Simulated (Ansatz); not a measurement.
```yaml
crystal:
  periodic: [false, false, false]
  atoms:
    - {symbol: Si, position_ang: [-0.361545, 1.251686, -1.987205]}
    - {symbol: Ge, position_ang: [0.001100, -0.002923, -0.000426]}
    - {symbol: Si, position_ang: [2.269336, 0.221562, 0.676019]}
    - {symbol: Si, position_ang: [-0.492080, -2.293651, -0.402570]}
    - {symbol: Si, position_ang: [-1.418766, 0.818196, 1.721103]}
    - {symbol: H, position_ang: [-0.066044, 2.688956, -1.743954]}
    - {symbol: H, position_ang: [0.524273, 0.757867, -3.075154]}
    - {symbol: H, position_ang: [-1.776920, 1.121020, -2.425200]}
    - {symbol: H, position_ang: [2.510438, -0.551732, 1.923438]}
    - {symbol: H, position_ang: [2.586224, 1.652329, 0.930569]}
    - {symbol: H, position_ang: [3.176319, -0.288152, -0.386862]}
    - {symbol: H, position_ang: [-0.253853, -3.091998, 0.829535]}
    - {symbol: H, position_ang: [0.372160, -2.822861, -1.491198]}
    - {symbol: H, position_ang: [-1.916062, -2.446102, -0.804181]}
    - {symbol: H, position_ang: [-2.844299, 0.676309, 1.321139]}
    - {symbol: H, position_ang: [-1.195353, 0.053731, 2.977269]}
    - {symbol: H, position_ang: [-1.133830, 2.255263, 1.977779]}
basis:
  gaussian: {orbitals: LANL2DZ}
hamiltonian: {xc: {name: revPBE}}
```

```sh
$ ansatz run in.yaml --threads 2 --pin off --events-out ev --progress --plain --max-ram 22528MiB --backend cpu
```

(1) How does Ansatz answer? (Estimate.)

Answers

(1) Computed: The program refused the input.
```
Error: <dir> can't be read: No such file or directory (os error 2)
```
